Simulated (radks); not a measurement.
All-electron atom: the europium ion Eu2.5+ in [Kr] 4d10 4f7 5s(up 1, down 0.5) 5p6 (fractional occupations, a model configuration). All-electron calculation, scalar-relativistic Kohn-Sham, r2SCAN, spin-polarised, spherical densities, finite nucleus; open shells are filled with parallel spins first (spin-orbit coupling, left out, can overturn this in heavy ions); meta-GGA in the generalised Kohn-Sham scheme; Fermi nuclear charge, rms radius 5.1115 fm. Program: a radial shooting solver on a logarithmic mesh with Libxc functionals.

Normalised radial functions P(r) = r R(r), r in bohr:

r	4d down
0.003703	0.0003
0.004242	0.0004
0.0049	0.0006
0.005613	0.0009
0.006483	0.0014
0.007427	0.0020
0.008577	0.0029
0.009827	0.0042
0.01126	0.0061
0.013	0.0089
0.0149	0.0127
0.0172	0.0184
0.01971	0.0261
0.02276	0.0373
0.02608	0.0520
0.03012	0.0731
0.03451	0.0999
0.03953	0.1348
0.04566	0.1825
0.05231	0.2390
0.06041	0.3118
0.06921	0.3922
0.07993	0.4869
0.09157	0.5799
0.1058	0.6727
0.1212	0.7421
0.1388	0.7785
0.1603	0.7623
0.1837	0.6786
0.2121	0.5054
0.243	0.2611
0.2807	-0.0685
0.3215	-0.4186
0.3713	-0.7863
0.4254	-1.0828
0.4874	-1.2878
0.5629	-1.3757
0.6449	-1.3333
0.7448	-1.1791
0.8533	-0.9677
0.9855	-0.7207
1.129	-0.5027
1.304	-0.3144
1.494	-0.1858
1.712	-0.0999
1.977	-0.0461
2.265	-0.0197
2.615	-0.0070
2.996	-0.0022
3.46	-0.0005
3.965	-0.0001
4.579	0.0000
5.246	0.0000

4d down: eigenvalue -152.51 eV, 1 radial node at r = 0.273 bohr, <r> = 0.656 bohr, 90 % of the charge inside 0.985 bohr.
